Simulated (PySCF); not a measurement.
hydrogen telluride (H2Te), singlet, geometry from GFN2-xTB (core potentials on Te); DF-B3LYP5/def2-SVP in PySCF.

Here is a job for PySCF.
```python
from pyscf import gto, scf, dft

mol = gto.Mole()
mol.atom = '''
    Te   -0.00025927    0.04373338    0.00203842
    H    -1.13139252   -1.14269398   -0.07705391
    H     1.14487465   -1.13144164   -0.02894369
'''
mol.basis = 'def2-svp'
mol.ecp = {'Te': 'def2-svp'}
mol.verbose = 4
mol.build()

mf = dft.RKS(mol)
mf.xc = 'b3lyp5'
mf = mf.density_fit(auxbasis='def2-universal-jkfit')
mf.kernel()
```

Question: Write the output that PySCF gives for this input, abridged.

Answer: 
```
PySCF version 2.14.0

[INPUT] verbose = 4
[INPUT] num. atoms = 3
[INPUT] num. electrons = 26
[INPUT] charge = 0
[INPUT] spin (= nelec alpha-beta = 2S) = 0
[INPUT] symmetry False subgroup None
[INPUT] Mole.unit = angstrom
[INPUT] Symbol           X                Y                Z      unit          X                Y                Z       unit  Magmom
[INPUT]  1 Te    -0.000259270000   0.043733380000   0.002038420000 AA   -0.000489949292   0.082644110702   0.003852055527 Bohr   0.0
[INPUT]  2 H     -1.131392520000  -1.142693980000  -0.077053910000 AA   -2.138022002181  -2.159378666389  -0.145610786727 Bohr   0.0
[INPUT]  3 H      1.144874650000  -1.131441640000  -0.028943690000 AA    2.163499535457  -2.138114825529  -0.054695647134 Bohr   0.0

nuclear repulsion = 15.7098121474598
number of shells = 16
number of NR pGTOs = 75
number of NR cGTOs = 36
basis = def2-svp
ecp = {'Te': 'def2-svp'}

******** <class 'pyscf.df.df_jk.DFRKS'> ********
method = DFRKS
initial guess = minao
damping factor = 0
level_shift factor = 0
DIIS = <class 'pyscf.scf.diis.CDIIS'>
diis_start_cycle = 1
diis_space = 8
diis_damp = 0
SCF conv_tol = 1e-09
SCF conv_tol_grad = None
SCF max_cycles = 50
direct_scf = False
XC library pyscf.dft.libxc version 7.1.2
    S. Lehtola, C. Steigemann, M. J. T. Oliveira, and M. A. L. Marques,  SoftwareX 7, 1–5 (2018)
XC functionals = b3lyp5
    P. A. M. Dirac,  Math. Proc. Cambridge Philos. Soc. 26, 376 (1930)
    F. Bloch,  Z. Phys. 57, 545 (1929)
    A. D. Becke,  Phys. Rev. A 38, 3098 (1988)
    C. Lee, W. Yang, and R. G. Parr,  Phys. Rev. B 37, 785 (1988)
    B. Miehlich, A. Savin, H. Stoll, and H. Preuss,  Chem. Phys. Lett. 157, 200 (1989)
    S. H. Vosko, L. Wilk, and M. Nusair,  Can. J. Phys. 58, 1200 (1980)
radial grids:
    Treutler-Ahlrichs [JCP 102, 346 (1995); DOI:10.1063/1.469408] (M4) radial grids

becke partition: Becke, JCP 88, 2547 (1988); DOI:10.1063/1.454033
pruning grids: <function nwchem_prune>
grids dens level: 3
symmetrized grids: False
atomic radii adjust function: <function treutler_atomic_radii_adjust>
small_rho_cutoff = 0
Set gradient conv threshold to 3.16228e-05
Initial guess from minao.
tot grids = 41576
******** <class 'pyscf.df.df.DF'> ********
auxbasis = def2-universal-jkfit
init E= -241.383753087614
  HOMO = -1.04864407580678  LUMO = -0.657885824327758  gap/eV = 10.63307
cycle= 1 E= -267.817017329301  delta_E= -26.4  |g|= 2.59  |ddm|= 7.77
  HOMO = 0.0327626502789613  LUMO = 0.130291052141203  gap/eV = 2.65388
cycle= 2 E= -268.20931380995  delta_E= -0.392  |g|= 2.12  |ddm|= 7.79
  HOMO = -0.233532786922569  LUMO = -0.0366425890793005  gap/eV = 5.35766
cycle= 3 E= -269.183994315636  delta_E= -0.975  |g|= 0.155  |ddm|= 4.47
  HOMO = -0.221000443492062  LUMO = -0.0250004804443567  gap/eV = 5.33343
cycle= 4 E= -269.190629909414  delta_E= -0.00664  |g|= 0.0757  |ddm|= 0.329
  HOMO = -0.223516327564822  LUMO = -0.0249241924339128  gap/eV = 5.40397
cycle= 5 E= -269.193190792313  delta_E= -0.00256  |g|= 0.00338  |ddm|= 0.117
  HOMO = -0.22439673362629  LUMO = -0.0254599779670901  gap/eV = 5.41334
cycle= 6 E= -269.193194965349  delta_E= -4.17e-06  |g|= 0.000882  |ddm|= 0.00719
  HOMO = -0.224152020251316  LUMO = -0.0253249890756786  gap/eV = 5.41036
cycle= 7 E= -269.19319524069  delta_E= -2.75e-07  |g|= 2.61e-05  |ddm|= 0.00177
  HOMO = -0.224151605623051  LUMO = -0.0253193472147499  gap/eV = 5.41050
cycle= 8 E= -269.193195240946  delta_E= -2.55e-10  |g|= 4.33e-06  |ddm|= 4.9e-05
  HOMO = -0.224153313327382  LUMO = -0.0253210980751639  gap/eV = 5.41050
Extra cycle  E= -269.193195240949  delta_E= -3.47e-12  |g|= 3.32e-06  |ddm|= 1.52e-05
converged SCF energy = -269.193195240949
```
